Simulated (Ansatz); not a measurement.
Reaction (homolysis of the H–Sb bond): `[Cl][SbH2]` → H• + `[Cl][SbH]`•

Gas-phase electronic energies from Ansatz, PBE0-D4/def2-TZVP geometries. CCSD(T)/CBS adds triple-zeta CCSD(T) − MP2 to the extrapolated MP2 energy (def2 sets, frozen cores). This one scheme is used for every species, atoms too. DFT in def2-TZVPP. Open shells (•) are unrestricted, without spin–orbit coupling. Elements past krypton have def2 core potentials. Bonds to Sb are less sure, by a few kJ/mol each and by 10 to 20 or more in all where they break to atoms, as the def2 sets lack core-valence functions.

| level | ΔE (kJ/mol) |
| --- | --- |
| r2SCAN-D4 | 275.3 |
| r2SCAN0 | 272.7 |

Question: What does CCSD(T)/CBS give? (Estimate.)

Answer: Computed: +290.3 kJ/mol. The listed levels differ from it by -15.0, -17.6 kJ/mol.

Largest T1 diagnostic among the species: 0.014.

At CCSD(T), def2-SVP lies −23.2 kJ/mol from the extrapolated value and def2-TZVPP −7.0 kJ/mol: correlation converges slowly with the basis, and small sets miss more of it in the bonded molecule than in its fragments. In def2-TZVPP, CCSD(T) changes the Hartree–Fock value by +87.5 kJ/mol (the triples alone add +2.4 kJ/mol) and MP2 by +75.8 kJ/mol; breaking electron pairs costs correlation energy, which Hartree–Fock lacks.
